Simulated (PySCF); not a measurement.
2-fluorocyclopenta-1,3-diene (C5H5F), SMILES FC1=CCC=C1.

The structure is a stationary point at PBE0-D3(BJ)/def2-SVP. One conformer was computed; it need not be the lowest.

Method: PySCF with PBE0-D3(BJ)/def2-SVP.

No scaling factor is applied to the harmonic values.

```tsv
mode	ν (cm⁻¹)	IR (km/mol)	Raman (Å⁴/amu)	depolarisation	moving atoms (share of kinetic energy)
1	265	3.4	0.7	0.75	C 47 %, H 32 %, F 21 %
2	369	5.8	2.4	0.75	C 50 %, H 46 %
3	420	1.4	0.4	0.73	C 46 %, F 41 %, H 13 %
4	612	16.3	0.3	0.75	C 55 %, H 44 %
5	629	9.7	2.9	0.41	F 48 %, C 46 %
6	692	2.8	3.6	0.75	H 79 %, C 21 %
7	782	40.4	0.3	0.75	H 55 %, C 44 %
8	805	3.6	2.3	0.66	C 88 %, H 12 %
9	905	26.9	3.3	0.75	C 53 %, H 47 %
10	938	22.8	4.0	0.74	H 55 %, C 43 %
11	955	0.0	0.4	0.75	H 76 %, C 24 %
12	964	12.7	9.3	0.13	C 68 %, H 27 %
13	1009	7.4	12.2	0.52	H 56 %, C 42 %
14	1076	4.6	11.7	0.55	H 91 %
15	1109	0.2	8.6	0.75	H 88 %, C 12 %
16	1230	4.9	1.5	0.13	H 71 %, C 29 %
17	1273	31.5	3.7	0.41	C 61 %, H 29 %, F 10 %
18	1321	16.5	1.4	0.70	C 69 %, H 28 %
19	1376	31.3	26.8	0.49	H 88 %, C 12 %
20	1442	86.0	15.6	0.58	C 78 %, H 18 %
21	1622	5.0	51.0	0.15	C 92 %
22	1729	105.4	10.1	0.33	C 93 %
23	3050	3.7	182.6	0.15	H 94 %
24	3092	1.8	117.4	0.75	H 91 %, C 9 %
25	3242	0.5	72.5	0.75	H 92 %, C 8 %
26	3264	1.2	126.0	0.12	H 90 %, C 10 %
27	3276	1.3	100.6	0.26	H 91 %, C 9 %
```
